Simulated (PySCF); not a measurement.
Isomers of C5H7O2P, mass 130.018 u with the commonest isotopes. Level of theory: PBE0-D3(BJ)/def2-SVP geometry optimisation, gas phase in PySCF. One conformer each, none proved a minimum here; rigid rotors.

Problem. Order these by rotational constant A, largest first.
A. `[CH:1]#[C:2][P@@:3]([CH3:4])(=[O:5])[C:6]([CH3:7])=[O:8]` with C2–P3–C6–C7 -95°
B. `[OH:1][CH2:2][PH:3][c:4]1[cH:5][cH:6][cH:7][o:8]1` with H–O1–C2–P3 -53°, O1–C2–P3–C4 47°, C2–P3–C4–C5 -79°
C. `[CH3:1][O:2][c:3]1[o:4][cH:5][p:6][c:7]1[CH3:8]` with C1–O2–C3–O4 -8°
D. `[CH3:1][O:2][c:3]1[cH:4][p:5][c:6]([CH3:7])[o:8]1` with C1–O2–C3–C4 178°

Solution. B (3274 MHz), D (3176 MHz), C (2938 MHz), A (2004 MHz).

Problem. Order these by rotational constant B, largest first.
A. `[OH:1][CH2:2][PH:3][c:4]1[cH:5][cH:6][cH:7][o:8]1` with H–O1–C2–P3 -53°, O1–C2–P3–C4 47°, C2–P3–C4–C5 -79°
B. `[CH:1]#[C:2][P@@:3]([CH3:4])(=[O:5])[C:6]([CH3:7])=[O:8]` with C2–P3–C6–C7 -95°
C. `[CH3:1][O:2][c:3]1[o:4][cH:5][p:6][c:7]1[CH3:8]` with C1–O2–C3–O4 -8°
D. `[CH3:1][O:2][c:3]1[cH:4][p:5][c:6]([CH3:7])[o:8]1` with C1–O2–C3–C4 178°

Solution. C (1503 MHz), B (1439 MHz), D (1362 MHz), A (1201 MHz).

Problem. Order these by rotational constant C, largest first.
A. `[CH3:1][O:2][c:3]1[cH:4][p:5][c:6]([CH3:7])[o:8]1` with C1–O2–C3–C4 178°
B. `[OH:1][CH2:2][PH:3][c:4]1[cH:5][cH:6][cH:7][o:8]1` with H–O1–C2–P3 -53°, O1–C2–P3–C4 47°, C2–P3–C4–C5 -79°
C. `[CH3:1][O:2][c:3]1[o:4][cH:5][p:6][c:7]1[CH3:8]` with C1–O2–C3–O4 -8°
D. `[CH:1]#[C:2][P@@:3]([CH3:4])(=[O:5])[C:6]([CH3:7])=[O:8]` with C2–P3–C6–C7 -95°

Solution. D (1335 MHz), B (1044 MHz), C (1008 MHz), A (964.7 MHz).

```tsv
SMILES	point group	Ia (u·Å²)	Ib (u·Å²)	Ic (u·Å²)	κ	μa (D)	μb (D)	μc (D)
COc1cpc(C)o1	Cs	159.13	371.19	523.88	-0.64	1.66	2.29	0.03
OCPc1ccco1	C1	154.37	420.93	483.99	-0.86	1.55	0.58	0.11
COc1ocpc1C	–	172.01	336.19	501.43	-0.49	2.37	0.65	0.13
C#C[P@@](C)(=O)C(C)=O	C1	252.18	351.32	378.59	-0.69	0.68	1.64	1.37
```
